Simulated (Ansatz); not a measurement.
Consider the hydrogen abstraction from the In–H bond: `[OH][InH][SH]` + `[SiH3]`• → `[OH][In][SH]`• + SiH₄.

Calculated with Ansatz (gas phase, PBE0-D4/def2-TZVP geometries, no zero-point term in ΔE). CBS: MP2 limit from def2 TZ/QZ plus the TZ coupled-cluster correction, frozen cores. This one scheme is used for every species. No spin–orbit coupling; open shells (•) take unrestricted orbitals. def2 core potentials past Kr. For In outer-core shells are correlated without core-valence functions, which leaves a few kJ/mol of doubt a bond. Each species was taken in one conformer, which may not be the lowest.

`[OH][InH][SH]`:

Cartesian coordinates in Å:
```
O -0.400 -1.242 0.773
In 0.303 -0.019 -0.624
S -0.015 2.207 0.114
H -0.310 -2.173 0.557
H 1.002 -0.560 -2.080
H -0.580 1.787 1.260
```

`[SiH3]`•:

Cartesian coordinates in Å:
```
Si 0.124 -0.122 -0.289
H -0.481 1.204 -0.581
H 1.254 0.001 0.668
H -0.896 -1.084 0.202
```

`[OH][In][SH]`•:

Z-matrix (Å, degrees):
```
O
In 1 2.006
H 1 0.961 2 114.8
S 2 2.428 1 111.8 3 180.0
H 4 1.347 2 89.7 1 0.0
```

SiH₄:

```xyz
5

Si    0.000    0.000    0.000
H     0.380    0.764   -1.215
H     0.157    0.864    1.197
H     0.878   -1.190    0.131
H    -1.414   -0.438   -0.112
```

| species | MP2/def2-TZVPP energy (Eh) |
| --- | --- |
| `[OH][InH][SH]` | -664.15378 |
| `[SiH3]`• | -290.75407 |
| `[OH][In][SH]`• | -663.54304 |
| SiH₄ | -291.40196 |

(1) Work out ΔE.

Largest T1 diagnostic among the species: 0.020.

Results:

(1) ΔE = (-663.54304) + (-291.40196) − (-664.15378) − (-290.75407) = -0.03715 Eh = -23.3 kcal/mol. CCSD(T)/CBS gives -23.9 kcal/mol.

From PBE to PBE0 (25 % exact exchange), in def2-TZVPP and without D4, ΔE moves by +1.6 kcal/mol.
